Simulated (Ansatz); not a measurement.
A nudged elastic band was laid between two geometries of AlClF₃H (6 atoms, charge 0, multiplicity 1).

These are results of RKS PBE0-D4/def2-mTZVP (Ansatz 0.2.0), not measurements.

* movable images: 7
* climbing image: from the first iteration
* spring: 5.0 eV/Å²
* optimiser: lbfgs
* start path: through a guess of the saddle point
* force threshold: 0.03 eV/Å
* iteration limit: 60
* end points: relaxed

Image 0:

```xyz
6
Properties=species:S:1:pos:R:3
Al -0.612 0.180 -0.143
Cl -0.550 -1.691 0.844
F -0.839 0.177 -1.766
F -1.044 1.493 0.739
H 1.673 -0.470 0.380
F 1.371 0.311 -0.053
```

Image 8:

```xyz
6
Properties=species:S:1:pos:R:3
Al -0.317 0.605 -0.343
Cl -0.018 -1.561 0.818
F -1.027 0.097 -1.734
F -1.229 1.407 0.762
H 1.271 -1.384 0.828
F 1.320 0.836 -0.332
```

(1) What changes between the two ends?

(2) Give the energies along the band, and the barrier.

(3) What is the geometry of the highest image?

## Answers

(1) Bonds broken: H5–F6. Bonds formed: Cl2–H5.

(2) The run converged. The highest image is number 4 of 0 to 8, 0.31 eV above the first end and 0.28 eV above the last; the last end lies 0.03 eV above the first. Another band between the same ends (7 images) ends at a top of the same energy, where a vibrational analysis finds 1 clearly imaginary mode. The orbitals stay closed-shell, which can raise the energy where a bond breaks towards radicals; this wasn't checked here.

```tsv
image	path coordinate (Å)	energy (eV)	H5–F6 (Å)	Cl2–H5 (Å)
0	0.00	0.00	0.94	2.58
1	0.22	0.02	0.95	2.29
2	0.45	0.06	0.98	2.00
3	0.68	0.19	1.06	1.73
4	0.91	0.31	1.28	1.49
5	1.15	0.21	1.57	1.36
6	1.39	0.11	1.86	1.32
7	1.63	0.04	2.17	1.31
8	1.88	0.03	2.51	1.30
```

(3) 
```xyz
6
Properties=species:S:1:pos:R:3
Al -0.397 0.394 -0.240
Cl -0.075 -1.611 0.846
F -0.894 0.175 -1.782
F -1.111 1.485 0.746
H 1.115 -0.779 0.500
F 1.362 0.336 -0.070
```

The run took 4.5 min on 2 threads of Intel(R) Xeon(R) Platinum 8488C (Sapphire Rapids) (shared host), peak memory 0.25 GiB.
